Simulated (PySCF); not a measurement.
Input for PySCF: R-M06-2X/def2-TZVPPD on HF (SMILES F).

```python
from pyscf import gto, dft

mol = gto.M(
    atom='''
    F    -0.00000000    0.00000000    0.46222970
    H     0.00000000   -0.00000000   -0.46222970
    ''',
    basis='def2-tzvppd',
    charge=0, spin=0, verbose=4, max_memory=1800)
mf = dft.RKS(mol, xc='m062x').density_fit(auxbasis='def2-universal-jkfit')
mf.grids.level = 4
mf.conv_tol = 1e-9
mf.max_cycle = 150
mf.kernel()
mf.dip_moment()
```

Give the final energy of this run.

-100.4547 hartree.
